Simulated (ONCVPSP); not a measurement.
**What the settings do to the ONCV potential of Ni (Z = 28)**

Base potential:

Ni, optimised norm-conserving Vanderbilt (ONCV), made with ONCVPSP 4.0.1 (LDA (Perdew-Wang 92), scalar-relativistic). Core [Ne], reference 3s2 3p6 3d8 (charge +2). Waves: 3s: rc 1.20 bohr, ncon 4, nbas 8, qcut 8.5 1/bohr, 1 projector; 3p: rc 1.00 bohr, ncon 3, nbas 6, qcut 14.7 1/bohr, 2 projectors, debl 1.2 Ha; 3d: rc 1.30 bohr, ncon 5, nbas 9, qcut 11.1 1/bohr, 2 projectors, debl 0.3 Ha. Local part: polynomial inside 0.80 bohr (lpopt 5, dvloc0 0 Ha). Core correction: none.

In the p channel the program set the typed energies aside and used -3.346, 0.250 Ha. In the d channel the program set the typed energies aside and used -1.055, 0.250 Ha.

Cutoffs, loose and tight: the cutoffs (Ha) at which the residual kinetic energy of the hardest occupied pseudo-wave falls to 1 and 0.1 mHa per electron. They do not see the model core or the augmentation charge, which bear on the density cutoff. Test errors are all-electron minus pseudo excitation energies from the reference, over the configurations 3s2 3p6 3d8 4s2; 3s2 3p6 3d8 4s1; 3s2 3p6 3d7; 3s2 3p6 3d8 4s1.5. A dash means not determined; rows that change the core or the reference have their own tests.

1 further variants are left out, since the program set their typed debl aside.

A true bound ghost makes a file unfit for plane-wave use even where its test errors are small: the radial tests pick states by their node count and pass the ghost by.

| change | outcome | cutoff, loose | cutoff, tight | bound ghosts | GHOST(+) flags above zero | largest test error (meV) |
| --- | --- | --- | --- | --- | --- | --- |
| base | generated, projector energies reset by the program | 57 Ha | 110 Ha | none | none | +1350 |
| p: rc 1.32 | generated, projector energies reset by the program | 57 Ha | 110 Ha | none | none | +1350 |
| s: qcut 7.7 | generated, projector energies reset by the program | 57 Ha | 110 Ha | none | none | +1529 |
| d: qcut 10.4 | generated, projector energies reset by the program | 56 Ha | 162 Ha | none | none | +1350 |
| d: rc 0.88 | generated, projector energies reset by the program | 364 Ha | 404 Ha | none | d | +1352 |

**Question.** What comes out with this change to the base: functional Wu-Cohen; d: rc 1, qcut 14.4?

**Answer.** outcome: generated, projector energies reset by the program; cutoff, loose: 93 Ha; cutoff, tight: 123 Ha; bound ghosts: none; GHOST(+) flags above zero: none; largest test error (meV): +1377.

**Question.** What comes out with this change to the base: reference 3s2 3p6 3d8 4s2; wave 3s: rc 1.20 bohr, ncon 4, nbas 8, qcut 8.5 1/bohr, 1 projector becomes 3s+4s: rc 1.20 bohr, ncon 4, nbas 8, qcut 8.5 1/bohr, 2 projectors?

**Answer.** outcome: generated, projector energies reset by the program; cutoff, loose: 57 Ha; cutoff, tight: 109 Ha; bound ghosts: none; GHOST(+) flags above zero: none; largest test error (meV): +8.3.

**Question.** What comes out with this change to the base: core [Ar], valence charge 10; reference 3d8; waves now s scattering state at 0.32 Ha: rc 1.45 bohr, ncon 4, nbas 8, qcut 3.9 1/bohr, 2 projectors, debl 3.6 Ha; p scattering state at 0.05 Ha: rc 1.60 bohr, ncon 4, nbas 8, qcut 4.1 1/bohr, 2 projectors, debl 0.6 Ha; 3d: rc 1.50 bohr, ncon 4, nbas 8, qcut 9 1/bohr, 2 projectors, debl 0.9 Ha; local potential polynomial inside 1.05 bohr (lpopt 2, dvloc0 6 Ha)?

**Answer.** outcome: generated, projector energies reset by the program; cutoff, loose: 38 Ha; cutoff, tight: 72 Ha; bound ghosts: s, p; GHOST(+) flags above zero: p; largest test error (meV): +78.
